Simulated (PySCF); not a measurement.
Species: WO3 (singlet state).
Bonds: W1–O2, W1–O3, W1–O4.

Level of theory: TDDFT wB97X-D/def2-SVPD, vertical, gas phase, core orbitals frozen in the response, def2 core potentials past Kr (PySCF). Geometry: PBE0-D3(BJ)/def2-SVP; no solvent, vibrations or thermal averaging. Spin–orbit coupling is left out.

Q: Predict the UV-vis stick spectrum at this level.

A: 

```json
{"state": "S1", "E (eV)": "2.74", "λ (nm)": "452.5", "f": "0.0000", "|μ| (D)": "0.00", "symmetry": "–", "main configurations (H = HOMO, L = LUMO)": "H→L (98%)"}
{"state": "S2", "E (eV)": "3.09", "λ (nm)": "401.7", "f": "0.0092", "|μ| (D)": "0.88", "symmetry": "E", "main configurations (H = HOMO, L = LUMO)": "H-2/H-1→L (98%)"}
{"state": "S3", "E (eV)": "3.09", "λ (nm)": "401.7", "f": "0.0092", "|μ| (D)": "0.88", "symmetry": "E", "main configurations (H = HOMO, L = LUMO)": "H-2/H-1→L (98%)"}
{"state": "S4", "E (eV)": "3.90", "λ (nm)": "317.7", "f": "0.0044", "|μ| (D)": "0.54", "symmetry": "A1", "main configurations (H = HOMO, L = LUMO)": "H-3→L (98%)"}
{"state": "S5", "E (eV)": "4.98", "λ (nm)": "249.0", "f": "0.0000", "|μ| (D)": "0.02", "symmetry": "–", "main configurations (H = HOMO, L = LUMO)": "H→L+1/L+2 (≥73%), H-2/H-1→L+1/L+2 (≥22%)"}
{"state": "S6", "E (eV)": "4.98", "λ (nm)": "249.0", "f": "0.0000", "|μ| (D)": "0.02", "symmetry": "–", "main configurations (H = HOMO, L = LUMO)": "H→L+1/L+2 (≥73%), H-2/H-1→L+1/L+2 (≥22%)"}
{"state": "S7", "E (eV)": "5.26", "λ (nm)": "235.5", "f": "0.011", "|μ| (D)": "0.75", "symmetry": "E", "main configurations (H = HOMO, L = LUMO)": "H-4→L (84%)"}
{"state": "S8", "E (eV)": "5.26", "λ (nm)": "235.5", "f": "0.011", "|μ| (D)": "0.75", "symmetry": "E", "main configurations (H = HOMO, L = LUMO)": "H-5→L (84%)"}
{"state": "S9", "E (eV)": "5.39", "λ (nm)": "229.8", "f": "0.014", "|μ| (D)": "0.81", "symmetry": "A1", "main configurations (H = HOMO, L = LUMO)": "H-2/H-1→L+1/L+2 (≥91%)"}
```

Triplets (Tamm–Dancoff): T1 2.63 eV, H→L (97%); T2 2.81 eV, H-2/H-1→L (≥96%); T3 2.81 eV, H-2/H-1→L (≥96%).

The lowest singlet comes at 452 nm (264 kJ/mol) in the visible; it is dark (f under 0.0005); its leading configuration is HOMO→LUMO (98%). The most intense listed level is S7/S8 at 5.26 eV (236 nm, f = 0.023 summed), 2.52 eV above S1. S2/S3, S5/S6 and S7/S8 lie within about 0.01 eV of each other in each set; the point group C3v has degenerate representations, and within a degenerate level the listed configurations can mix freely. For S1 the Löwdin share of tungsten is 6% in HOMO and 75% in LUMO (ligand-to-metal charge transfer by this measure). Orbital energies (eV): HOMO-3 -11.98, HOMO-2 -11.14, HOMO-1 -11.14, HOMO -10.90, LUMO -3.06, LUMO+1 -0.33, LUMO+2 -0.33. The listed states span 2.65 eV, and the widest gap between neighbours is 1.08 eV (S4 to S5). 3 computed singlets (S1 to S3) lie in the visible range (380 to 750 nm), the largest f among them at 402 nm, f = 0.0092; light of that wavelength is violet, and its complementary colour is yellow-green; a Tamm–Dancoff triplet lies at 472 nm, without intensity as long as spin–orbit coupling is left out. Symmetry labels in C3v follow from the direction of the transition dipole and are given only for states with f of 0.002 or more. Orbitals of the list HOMO-3 to LUMO+2 that lie within 0.01 eV of each other are written together with a slash and their weights summed (≥ marks a lower bound); for degenerate orbitals outside that list single weights are arbitrary. Only the lowest 10 singlets were computed, as vertical energies without vibronic structure. The highest level found (5.43 eV, f 0.0000 so far) is left out, since the window may have cut off a degenerate partner.
